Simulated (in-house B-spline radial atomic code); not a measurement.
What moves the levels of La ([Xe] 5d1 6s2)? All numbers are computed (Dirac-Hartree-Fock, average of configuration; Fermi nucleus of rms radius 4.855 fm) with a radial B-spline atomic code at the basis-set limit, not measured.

Baseline run (computed): total energy -8493.6504 hartree, 1s1/2 at -1438.9 hartree, 6s1/2 at -4.8883 eV with <r> = 4.722 bohr.

Scaling the speed of light c (a factor of 100 is close to the non-relativistic limit):

```csv
c/c0,ΔE (hartree),6s1/2 level (eV),6s1/2 <r> (bohr)
0.9,-71.502,-4.96157,4.666
0.98,-12.335,-4.90067,4.712
1.02,11.528,-4.87676,4.731
3,244.66,-4.66086,4.91
100,272.69,-4.63672,4.931
```

Changing the nucleus:

| nucleus | ΔE (eV) |
| --- | --- |
| Gaussian nucleus of rms radius 4.855 fm | -0.0439 |
| uniform spherical nucleus of rms radius 4.855 fm | 0.0144 |
| Gaussian nucleus of rms radius 0.01 fm | -10.2 |
| Fermi nucleus of rms radius 4.7579 fm | -0.366 |
| Fermi nucleus of rms radius 4.9521 fm | 0.372 |

A larger nucleus binds the electrons less, roughly as the density at the nucleus times the change of the nuclear <r²>. At equal rms radius the shape enters only through higher moments. A radius of 0.01 fm is nearly a point.

(1) The nuclear charge is raised by 0.1. What does the Hellmann-Feynman theorem predict for the energy, and what is found?

## Answers

(1) dE/dZ ≈ -Σ<1/r>, which is -362.559 at the start and -363.461 at the end; their mean times 0.1 is -36.301 hartree, and the two runs differ by -36.3 hartree.
